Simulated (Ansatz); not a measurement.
Cost and result for the atomization energy of `O=COc1ccccc1` (15 atoms, 15 bonds).

Cartesian coordinates in Å:
```
O 1.4648 1.2015 2.3346
C 0.8478 2.0516 1.7742
O 0.0741 1.9006 0.6850
C -0.0680 0.6426 0.1115
C 0.1798 0.5456 -1.2451
C -0.0155 -0.6699 -1.8823
C -0.4522 -1.7719 -1.1630
C -0.6979 -1.6541 0.1973
C -0.5095 -0.4440 0.8459
H 0.8204 3.1112 2.0650
H 0.5181 1.4205 -1.7866
H 0.1757 -0.7531 -2.9456
H -0.6029 -2.7218 -1.6617
H -1.0402 -2.5122 0.7638
H -0.6948 -0.3464 1.9070
```

The species carries charge 0 and has multiplicity 1. All single points use the PBE0-D4/def2-TZVP geometry. It is one conformer, not always the lowest. Program: Ansatz. All runs use 2 threads of an AMD EPYC 7R13 on a shared host and a share of an NVIDIA H100 80 GB. Times are those of one run each, without the atoms' runs, and a repeat can differ threefold. Electronic energies, without spin–orbit coupling; frozen cores. CCSD(T)/CBS adds CCSD(T) − MP2 in def2-TZVPP to the MP2 limit, and its time is that of the two runs behind it. T1 = 0.013; the RHF reference is unstable towards UHF. B3LYP takes the VWN-RPA correlation (the form of Gaussian; ORCA's B3LYP/G).

CCSD(T)/CBS is a level of theory with its own doubt, some kJ/mol a heavy atom from the limit and from the frozen cores, so smaller differences don't rank the functionals.

```json
{"level": "PBE0-D4/def2-TZVPP", "functions": "363", "atomization (kJ/mol)": "7387.8", "difference from CCSD(T)/CBS": "142.2", "per bond": "9.5"}
{"level": "revPBE-D4/def2-TZVPP", "functions": "363", "atomization (kJ/mol)": "7375.0", "difference from CCSD(T)/CBS": "129.4", "per bond": "8.6"}
{"level": "ωB97M-V/def2-TZVPP (with forces)", "functions": "363", "atomization (kJ/mol)": "7294.2", "difference from CCSD(T)/CBS": "48.6", "per bond": "3.2"}
{"level": "B3LYP-D4/def2-TZVPP (with forces)", "functions": "363", "atomization (kJ/mol)": "7282.0", "difference from CCSD(T)/CBS": "36.4", "per bond": "2.4"}
{"level": "CCSD(T)/def2-SVP", "functions": "156", "atomization (kJ/mol)": "6979.6", "difference from CCSD(T)/CBS": "-266.0", "per bond": "-17.7"}
{"level": "B2PLYP/def2-TZVPP", "functions": "363", "atomization (kJ/mol)": "7220.0", "difference from CCSD(T)/CBS": "-25.6", "per bond": "-1.7"}
{"level": "ωB97X-V/def2-TZVPP", "functions": "363", "atomization (kJ/mol)": "7273.9", "difference from CCSD(T)/CBS": "28.3", "per bond": "1.9"}
{"level": "BLYP-D4/def2-TZVPP", "functions": "363", "atomization (kJ/mol)": "7325.7", "difference from CCSD(T)/CBS": "80.1", "per bond": "5.3"}
{"level": "MP2/def2-QZVPP", "functions": "693", "atomization (kJ/mol)": "7424.4", "difference from CCSD(T)/CBS": "178.8", "per bond": "11.9"}
{"level": "PBE-QIDH/def2-TZVPP", "functions": "363", "atomization (kJ/mol)": "7289.9", "difference from CCSD(T)/CBS": "44.3", "per bond": "3.0"}
{"level": "CCSD(T)/def2-TZVPP", "functions": "363", "atomization (kJ/mol)": "7063.0", "difference from CCSD(T)/CBS": "-182.6", "per bond": "-12.2"}
{"level": "B97M-V/def2-TZVPP", "functions": "363", "atomization (kJ/mol)": "7302.5", "difference from CCSD(T)/CBS": "56.9", "per bond": "3.8"}
{"level": "CCSD(T)/CBS(def2)", "functions": "–", "atomization (kJ/mol)": "7245.6", "difference from CCSD(T)/CBS": "0.0", "per bond": "0.0"}
```

**Question.** Order the runs by time, with rough figures. (Best estimate.)

**Answer.** The calculation gave: CCSD(T)/def2-SVP 3 s; B2PLYP/def2-TZVPP 4.7 s; PBE0-D4/def2-TZVPP 6 s; B3LYP-D4/def2-TZVPP (with forces) 6 s; BLYP-D4/def2-TZVPP 6.5 s; PBE-QIDH/def2-TZVPP 7 s; B97M-V/def2-TZVPP 7.5 s; revPBE-D4/def2-TZVPP 8 s; ωB97X-V/def2-TZVPP 10 s; MP2/def2-QZVPP 11 s; ωB97M-V/def2-TZVPP (with forces) 12 s; CCSD(T)/def2-TZVPP 25 s; CCSD(T)/CBS(def2) 36 s.

From r2SCAN to r2SCAN0 (25 % exact exchange), in def2-TZVPP and without D4, the atomization energy moves by −160.4 kJ/mol: exact exchange takes away binding that semilocal exchange gives to molecules. Leaving LDA and LC-ωPBE aside and taking each functional with its dispersion term where it has one, the values, not all of them listed here, spread over 602.8 kJ/mol, from BHLYP-D4 to PBE-D4. LDA lies +981.0 kJ/mol from PBE without D4, its usual overbinding. The D4 term adds +64.4 kJ/mol with B3LYP and +34.1 kJ/mol with PBE0; it sums over pairs of atoms, weighted by their polarisabilities, and B3LYP, whose exchange is more repulsive, gets the larger term.
